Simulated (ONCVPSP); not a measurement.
# Configuration tests for Cr (Z = 24) (ONCV)

| Item | Value |
| --- | --- |
| Element | chromium |
| Generator | ONCVPSP 4.0.1 |
| Type | optimised norm-conserving Vanderbilt (ONCV) |
| Functional | PBEsol |
| Relativity | scalar-relativistic |
| Frozen core | [Ar] |
| Valence charge | 6 |
| Reference configuration | 3d5 4p1 |
| Partial waves | s scattering state at 0.21 Ha: rc 2.85 bohr, ncon 3, nbas 6, qcut 2.4 1/bohr, 2 projectors, debl 1.1 Ha; 4p: rc 3.75 bohr, ncon 3, nbas 7, qcut 2.6 1/bohr, 2 projectors, debl 0.8 Ha; 3d: rc 2.15 bohr, ncon 4, nbas 9, qcut 8.9 1/bohr, local |
| Local potential | the d channel |
| Core correction | Teter function fitted to the true core (icmod 2), fcfact 0.5 |

In the s channel the program set the typed energies aside and used 0.050, 1.150 Ha.

Energies are relative to the spin-unpolarised reference configuration 3d5 4p1; without spin polarisation the order of configurations can differ from experiment.

```tsv
valence configuration	charge	ΔE all-electron (eV)	error AE − PS (meV)
3d5 4s1 4p0	0	-3.144	+2.7
3d5 4p0	+1	3.730	-3.6
3d4 4s1 4p1	0	0.393	-70
```

What are ΔE and the potential's error for 3d4 4p0?

ΔE = 19.745 eV all-electron; the error (AE − PS) is -136 meV.

Note: ghosts flagged at negative energy: s at -46.3 eV (a further GHOST(-) flag falls on a real empty level of the atom); GHOST(+) flagged for p at 16.8 eV. A true bound ghost makes a file unfit for plane-wave use.
